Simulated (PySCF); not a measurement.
**Dipole response of Ba⁺ (barium, charge +1)**

[Xe] 6s1, 2S determinant. Calculation: PySCF 2.14, in aug-cc-pwCVTZ-X2C (11s10p8d4f, 109 functions); scalar relativity by spin-free X2C-1e. Coupled (time-dependent) response in atomic units; α is the mean over directions.

```
method  mean α (bohr³)  C₆ (like pair)  S(−4)
   UHF           173.2            2075  24640
   PBE           130.7            1422  13620
```

S(−4) is the Cauchy moment in α(ω) = α(0) + S(−4) ω² + …

α(iu) at PBE:

```json
{"u (hartree)": "0", "α(iu) (bohr³)": "130.7"}
{"u (hartree)": "0.0500", "α(iu) (bohr³)": "104.2"}
{"u (hartree)": "0.100", "α(iu) (bohr³)": "66.88"}
{"u (hartree)": "0.200", "α(iu) (bohr³)": "32.04"}
{"u (hartree)": "0.300", "α(iu) (bohr³)": "20.45"}
{"u (hartree)": "0.500", "α(iu) (bohr³)": "12.21"}
{"u (hartree)": "0.750", "α(iu) (bohr³)": "8.045"}
{"u (hartree)": "1.00", "α(iu) (bohr³)": "5.771"}
{"u (hartree)": "1.50", "α(iu) (bohr³)": "3.394"}
{"u (hartree)": "2.00", "α(iu) (bohr³)": "2.256"}
{"u (hartree)": "3.00", "α(iu) (bohr³)": "1.247"}
{"u (hartree)": "5.00", "α(iu) (bohr³)": "0.5863"}
```

A single London oscillator, α(iu) = α/(1 + u²/ω²), gives C₆ = (3/4) ω α². Matching the computed C₆ needs ω = 4 × 1422 / (3 × 130.7²) = 0.111 hartree.

For an ion, C₆ is the dispersion term alone; charge-induced terms of lower order in 1/R come first.

Spin-orbit coupling, which splits the p, d and f shells strongly at this Z, is absent.
